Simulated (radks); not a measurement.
Species: W4+. Configuration: [Xe] 4f14 5d2. Method: Dirac Kohn-Sham, PBE, spin-unpolarised, spherical densities, finite nucleus; open shells fill j = l - 1/2 first; Fermi nuclear charge, rms radius 5.3658 fm; computed with a radial shooting solver on a logarithmic mesh with Libxc functionals.

Unscreened Slater integrals over Kohn-Sham orbitals (hartree). Large and small components are both included. Empty in this configuration: 5d5/2.

integral            value
F0(5d3/2,5d3/2)   0.54853
F2(5d3/2,5d3/2)   0.28979
F0(5d3/2,4f7/2)   0.69871
F2(5d3/2,4f7/2)   0.17316
G3(5d3/2,4f7/2)  0.060272
G5(5d3/2,4f7/2)  0.046955
F0(5d3/2,4f5/2)   0.69985
F2(5d3/2,4f5/2)   0.17070
G1(5d3/2,4f5/2)  0.066728
G3(5d3/2,4f5/2)  0.058514
F0(5d3/2,5p3/2)   0.61478
F2(5d3/2,5p3/2)   0.31132
G1(5d3/2,5p3/2)   0.38012
G3(5d3/2,5p3/2)   0.23578
F0(5d3/2,5d5/2)   0.54214
F2(5d3/2,5d5/2)   0.28639
G2(5d3/2,5d5/2)   0.28614
G4(5d3/2,5d5/2)   0.19063
F0(4f7/2,4f7/2)    1.5138
F2(4f7/2,4f7/2)   0.73098
F4(4f7/2,4f7/2)   0.46097
F6(4f7/2,4f7/2)   0.33231
F0(4f7/2,4f5/2)    1.5250
F2(4f7/2,4f5/2)   0.73655
F4(4f7/2,4f5/2)   0.46452
G2(4f7/2,4f5/2)   0.73371
G4(4f7/2,4f5/2)   0.46282
G6(4f7/2,4f5/2)   0.33368
F0(4f7/2,5p3/2)   0.87906
F2(4f7/2,5p3/2)   0.27922
G2(4f7/2,5p3/2)   0.12139
G4(4f7/2,5p3/2)  0.098440
F0(4f7/2,5d5/2)   0.68413
F2(4f7/2,5d5/2)   0.16539
F4(4f7/2,5d5/2)  0.078827
G1(4f7/2,5d5/2)  0.064122
G3(4f7/2,5d5/2)  0.056402
G5(4f7/2,5d5/2)  0.044087
F0(4f5/2,4f5/2)    1.5365
F2(4f5/2,4f5/2)   0.74237
F4(4f5/2,4f5/2)   0.46827
F0(4f5/2,5p3/2)   0.88119
F2(4f5/2,5p3/2)   0.27619
G2(4f5/2,5p3/2)   0.11761
G4(4f5/2,5p3/2)  0.095841
F0(4f5/2,5d5/2)   0.68521
F2(4f5/2,5d5/2)   0.16301
F4(4f5/2,5d5/2)  0.077185
G1(4f5/2,5d5/2)  0.061553
G3(4f5/2,5d5/2)  0.054625
G5(4f5/2,5d5/2)  0.042802
F0(5p3/2,5p3/2)   0.71913
F2(5p3/2,5p3/2)   0.38923
F0(5p3/2,5d5/2)   0.60522
F2(5p3/2,5d5/2)   0.30320
G1(5p3/2,5d5/2)   0.36503
G3(5p3/2,5d5/2)   0.22651
F0(5d5/2,5d5/2)   0.53602
F2(5d5/2,5d5/2)   0.28343
F4(5d5/2,5d5/2)   0.18882
